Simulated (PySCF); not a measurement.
## Computed spin Hamiltonian

C5H7F3S (charge +1 and doublet state).
Z-matrix (Å and degrees, GFN2-xTB geometry), rows numbered from 1:
```
C 
C   1  1.3622
C   2  1.4846  1  121.09
C   3  1.5341  2  110.11  1   -74.06
S   2  1.7460  1  113.87  3  -178.60
C   5  1.9022  2  105.38  1   175.78
F   6  1.3178  5  110.26  2    66.48
F   6  1.3202  5  109.65  2   -53.82
F   6  1.3066  5  106.92  2  -173.38
H   1  1.0789  2  122.26  3  -179.98
H   1  1.0796  2  120.98  3    -1.46
H   3  1.0879  2  113.97  1   161.18
H   3  1.0967  2  107.62  1    42.67
H   4  1.0891  3  110.16  2   -67.17
H   4  1.0864  3  109.23  2   172.72
H   4  1.0890  3  111.97  2    52.77
```

The hyperfine couplings belong to this conformer and change with its torsions.

As a line formula: `C=C(CC)[S+]C(F)(F)F` [radical] (charge +1).

Method used: UKS B3LYP, pcH-1 on C F H S, non-relativistic, mean-field spin-orbit, GIAO (PySCF 2.14.0). Geometry: GFN2-xTB, one conformer, isolated ion. A GFN2-xTB geometry isn't a minimum of the functional, and hyperfine couplings can be far from their values at a DFT geometry, by a factor of two or more for some ions and for spin on atoms past the first row. No stability test was run, so a lower SCF solution isn't excluded.

```json
{"g1, g2, g3": "2.00221, 2.00610, 2.01454", "g_iso": "2.00762", "Form of g": "rhombic: the two nearest values differ by 32 % of g3 − g1", "⟨S²⟩": "0.7608 (exact 0.7500)", "α and β electrons": "40, 39", "Total energy": "-892.15745 Eh"}
```

Isotropic coupling and dipolar principal values T1 to T3, in MHz; ρ(0) is the spin density at the nucleus:

```json
{"atom": "C1", "isotope": "13C", "a_iso": "43.4", "of which spin–orbit": "-0.1", "T1": "-46.4", "T2": "-45.9", "T3": "92.3", "Mulliken spin population": "0.57", "ρ(0) (bohr⁻³)": "0.0388"}
{"atom": "C2", "isotope": "13C", "a_iso": "-18.6", "of which spin–orbit": "0.4", "T1": "-7.2", "T2": "-2.8", "T3": "10.0", "Mulliken spin population": "-0.01", "ρ(0) (bohr⁻³)": "-0.0169"}
{"atom": "C3", "isotope": "13C", "a_iso": "-2.0", "of which spin–orbit": "0.1", "T1": "-2.4", "T2": "-0.7", "T3": "3.0", "Mulliken spin population": "0.01", "ρ(0) (bohr⁻³)": "-0.0019"}
{"atom": "C4", "isotope": "13C", "a_iso": "6.9", "of which spin–orbit": "0.0", "T1": "-2.8", "T2": "-2.4", "T3": "5.1", "Mulliken spin population": "0.02", "ρ(0) (bohr⁻³)": "0.0062"}
{"atom": "S5", "isotope": "33S", "a_iso": "17.4", "of which spin–orbit": "-0.1", "T1": "-46.1", "T2": "-43.4", "T3": "89.5", "Mulliken spin population": "0.45", "ρ(0) (bohr⁻³)": "0.0510"}
{"atom": "C6", "isotope": "13C", "a_iso": "-10.6", "of which spin–orbit": "0.0", "T1": "-0.3", "T2": "0.0", "T3": "0.3", "Mulliken spin population": "-0.01", "ρ(0) (bohr⁻³)": "-0.0095"}
{"atom": "F7", "isotope": "19F", "a_iso": "13.9", "of which spin–orbit": "-0.1", "T1": "-14.0", "T2": "-13.5", "T3": "27.6", "Mulliken spin population": "0.00", "ρ(0) (bohr⁻³)": "0.0033"}
{"atom": "F8", "isotope": "19F", "a_iso": "11.4", "of which spin–orbit": "-0.2", "T1": "-14.2", "T2": "-13.9", "T3": "28.2", "Mulliken spin population": "0.00", "ρ(0) (bohr⁻³)": "0.0028"}
{"atom": "F9", "isotope": "19F", "a_iso": "-2.4", "of which spin–orbit": "-0.3", "T1": "-9.7", "T2": "-2.4", "T3": "12.1", "Mulliken spin population": "0.00", "ρ(0) (bohr⁻³)": "-0.0005"}
{"atom": "H10", "isotope": "1H", "a_iso": "-36.7", "of which spin–orbit": "0.0", "T1": "-19.5", "T2": "-3.8", "T3": "23.3", "Mulliken spin population": "-0.02", "ρ(0) (bohr⁻³)": "-0.0082"}
{"atom": "H11", "isotope": "1H", "a_iso": "-38.1", "of which spin–orbit": "0.0", "T1": "-21.6", "T2": "-3.1", "T3": "24.7", "Mulliken spin population": "-0.02", "ρ(0) (bohr⁻³)": "-0.0085"}
{"atom": "H12", "isotope": "1H", "a_iso": "-3.6", "of which spin–orbit": "0.0", "T1": "-1.9", "T2": "-0.7", "T3": "2.7", "Mulliken spin population": "0.00", "ρ(0) (bohr⁻³)": "-0.0008"}
{"atom": "H13", "isotope": "1H", "a_iso": "24.3", "of which spin–orbit": "0.0", "T1": "-3.3", "T2": "-1.0", "T3": "4.4", "Mulliken spin population": "0.01", "ρ(0) (bohr⁻³)": "0.0054"}
{"atom": "H14", "isotope": "1H", "a_iso": "4.9", "of which spin–orbit": "0.0", "T1": "-2.2", "T2": "0.1", "T3": "2.1", "Mulliken spin population": "0.00", "ρ(0) (bohr⁻³)": "0.0011"}
{"atom": "H15", "isotope": "1H", "a_iso": "8.2", "of which spin–orbit": "0.0", "T1": "-1.7", "T2": "-0.8", "T3": "2.6", "Mulliken spin population": "0.00", "ρ(0) (bohr⁻³)": "0.0018"}
{"atom": "H16", "isotope": "1H", "a_iso": "4.7", "of which spin–orbit": "0.0", "T1": "-3.3", "T2": "-0.4", "T3": "3.7", "Mulliken spin population": "0.00", "ρ(0) (bohr⁻³)": "0.0010"}
```

The Mulliken spin populations are largest on C1 (+0.57) and S5 (+0.45). The angles at C1 add up to 360.0°, so it is planar.

S5, the radical centre as drawn in `C=C(CC)[S+]C(F)(F)F`, holds a spin population of +0.45 out of 1.

Axes: g3 points within 10° of the C1–C2 bond.

Under fast tumbling the dipolar parts average out, and these isotropic splittings remain: 1 × 1H (H11, I = 1/2, 2 lines) with 1.35 mT, 1 × 1H (H10, I = 1/2, 2 lines) with 1.31 mT, 2 × 1H (H12/H13, I = 1/2, 3 lines) with 0.37 mT, 3 × 19F (F7/F8/F9, I = 1/2, 4 lines) with 0.27 mT and 3 × 1H (H14/H15/H16, I = 1/2, 4 lines) with 0.21 mT.

Nuclei that the bonding pattern makes equivalent are averaged, as if the motion that swaps them (rotation, inversion, ring flip) were fast. The three 19F nuclei of mean +7.6 MHz run from -2.4 to 13.9 MHz in the frozen geometry. The 1H value of +10.3 MHz is a mean of couplings from -3.6 to 24.3 MHz in this one geometry, not an average over conformers.

The 13C coupling of C1 (43.4 MHz) shows only in satellite lines or after enrichment, since that isotope makes up about 1.07 % of natural carbon.

The 33S coupling of S5 (17.4 MHz) shows only in satellite lines or after enrichment, since that isotope makes up about 0.76 % of natural sulfur.
